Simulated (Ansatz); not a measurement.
This triplet is an excited state, 1.22 eV above the relaxed singlet at the level frozen-core CCSD(T)/cc-pVTZ // PBE0-D3(BJ)/def2-SVP (Ansatz, a first-principles code).

Cartesian coordinates (Å):
SMILES: C[Si]C#N
```xyz
7

C     -1.1078    -0.2631     0.3482
Si     0.2191     1.0624     0.1700
C      1.9423     0.5289    -0.0470
N      3.0653     0.2414    -0.1885
H     -0.9046    -0.8787     1.2378
H     -1.1207    -0.9006    -0.5491
H     -2.0937     0.2097     0.4615
```
Charge 0, spin multiplicity 3.

The numbers are results of frozen-core CCSD(T)/cc-pVTZ // PBE0-D3(BJ)/def2-SVP in Ansatz, not measurements.

```yaml
HF energy: -420.85899 Ha
MP2 correlation energy: -0.57199 Ha
```

Question: Estimate the CCSD correlation energy, the (T) correction, the total energy and the T1 diagnostic.

Answer: 
```yaml
CCSD correlation energy: -0.60919 Ha
"(T) correction": -0.03046 Ha
CCSD(T) total energy: -421.49863 Ha
T1 diagnostic: 0.034
```
